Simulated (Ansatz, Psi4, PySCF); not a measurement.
F₃OTa (SMILES [O]=[Ta]([F])([F])[F]), singlet, at a GFN2-xTB geometry (such geometries of metal compounds can be far from the true shape) (core potentials on Ta). Base run: PySCF with PBE/def2-SVP.

PySCF was given this input:
```python
from pyscf import gto, scf, dft

mol = gto.Mole()
mol.atom = '''
    Ta    0.01693925    0.00907486   -0.01955256
    O     1.06782099    0.57206336   -1.23255967
    F     0.97007396   -0.95600876    1.21861489
    F    -1.26946365   -1.06429425   -0.77185379
    F    -0.78718062    1.43819507    0.80744046
'''
mol.basis = 'def2-svp'
mol.ecp = {'Ta': 'def2-svp'}
mol.verbose = 4
mol.build()

mf = dft.RKS(mol)
mf.xc = 'pbe'
mf.kernel()
```

The same geometry, method and basis name were run in Ansatz (an electronic-structure program) and Psi4 and PySCF, at each program's defaults and at the settings that a row names. The base is PySCF at its defaults. Differences at the defaults can come from grids, fitting, cores and function types together.

```tsv
code and settings	ΔE vs base (mEh)	basis functions	E (Eh)	SCF cycles	dipole (D)
PySCF, defaults (exact integrals, its default grid, spherical functions)	0.000	88	-431.44508	10	1.58
Psi4, defaults (density fitting with its default set, its default grid, spherical functions)	___	88	___	12	1.58
Ansatz, defaults (factorised integrals, its default grid, spherical functions)	-0.021	88	-431.44510	-	-
PySCF, density fitting with def2-universal-jkfit	___	88	___	10	1.58
PySCF, fine grid	-0.026	88	-431.44511	10	1.58
Psi4, exact integrals, spherical functions, fine grid	-0.009	88	-431.44509	14	1.58
Ansatz, high accuracy	-0.018	88	-431.44510	-	-
```

### Question
Complete the blanks.

### Answer

- Psi4, defaults (density fitting with its default set, its default grid, spherical functions), ΔE vs base (mEh): -0.131
- Psi4, defaults (density fitting with its default set, its default grid, spherical functions), E (Eh): -431.44521
- PySCF, density fitting with def2-universal-jkfit, ΔE vs base (mEh): -0.076
- PySCF, density fitting with def2-universal-jkfit, E (Eh): -431.44516
